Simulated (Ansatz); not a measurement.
`O[Si](Cl)(Br)Br`. Charge 0, multiplicity 1. Correlated methods include outer-core shells of Br, which these sets cover unevenly. Scalar relativity is left out up to krypton.

```json
{"atom": "O1", "x (Å)": "-0.0809", "y (Å)": "0.3134", "z (Å)": "-1.3275"}
{"atom": "Si2", "x (Å)": "-0.1326", "y (Å)": "-0.0794", "z (Å)": "0.2419"}
{"atom": "Cl3", "x (Å)": "0.5960", "y (Å)": "-1.9520", "z (Å)": "0.5549"}
{"atom": "Br4", "x (Å)": "1.0698", "y (Å)": "1.3196", "z (Å)": "1.4425"}
{"atom": "Br5", "x (Å)": "-2.2324", "y (Å)": "0.0098", "z (Å)": "0.8344"}
{"atom": "H6", "x (Å)": "0.7801", "y (Å)": "0.3885", "z (Å)": "-1.7462"}
```

Task: Give the diagnostics of a CCSD(T)/def2-TZVPP run (frozen core, the Gaussian-basis code of Ansatz). (Best estimate.)

Result: The calculation gave: T1 = 0.0083, largest single amplitude 0.016, largest double 0.020, (T) share of the correlation energy 3.7 %, 8 CCSD cycles. The RHF solution is stable towards an unrestricted one. T1 lies under the customary mark of 0.02 for closed shells.
